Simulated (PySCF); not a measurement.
Compound: C7H14Si.
Atom-mapped SMILES: `[CH3:1][CH:2]([CH3:3])[C@@H:4]1[CH:5]=[CH:6][CH2:7][SiH2:8]1` (hydrogens: H9, H10, H11 on C1; H12 on C2; H13, H14, H15 on C3; H16 on C4; H17 on C5; H18 on C6; H19, H20 on C7; H21, H22 on Si8)

Cartesian coordinates in Å at the PBE0-D3(BJ)/def2-SVP level; atoms count from 1:
```
atom  x, y, z in Å
C1    -2.2860   -1.1623   -0.5501
C2    -1.3564   -0.1108    0.0439
C3    -1.4634    1.2149   -0.7006
C4     0.0922   -0.6333    0.1235
C5     1.0391    0.3177    0.8125
C6     2.1668    0.7123    0.2039
C7     2.4910    0.1873   -1.1701
Si8    1.0213   -0.9682   -1.5192
H9    -2.0352   -1.3627   -1.6052
H10   -3.3356   -0.8313   -0.5178
H11   -2.2158   -2.1155   -0.0031
H12   -1.6836    0.0705    1.0861
H13   -0.7991    1.9760   -0.2642
H14   -2.4934    1.6025   -0.6678
H15   -1.1889    1.1005   -1.7623
H16    0.0604   -1.5793    0.6967
H17    0.7828    0.6859    1.8140
H18    2.8567    1.4071    0.6969
H19    3.4561   -0.3478   -1.1808
H20    2.5885    1.0044   -1.9057
H21    0.2657   -0.6026   -2.7572
H22    1.4322   -2.4006   -1.6498
```

All values: PBE0/pcSseg-1 (PySCF, non-relativistic), on one gas-phase PBE0-D3(BJ)/def2-SVP geometry that isn't relaxed in the solvent. The solvent is an IEF-PCM continuum (van der Waals radii × 1.2). The model holds no explicit solvent molecules, cavitation or dispersion.

Gas phase at PBE0/pcSseg-1: HOMO -7.05 eV, LUMO 0.46 eV, dipole 0.40 D.

Q: What does the continuum do to the energy, the frontier levels and the dipole at PBE0/pcSseg-1 in chloroform?

A: 
```
   solvent      ε  E(solvent) − E(gas) (kJ/mol)  polarisation term (kJ/mol)  distortion of the solute (kJ/mol)  HOMO (eV)  LUMO (eV)  dipole (D)
chloroform  4.711                         -4.00                       -4.20                               0.20      -7.00       0.52        0.46
```

Polarisation term: ½ Σ q·V over the induced surface charges. Distortion: the rise of the solute's own energy as its density leaves the gas-phase optimum.
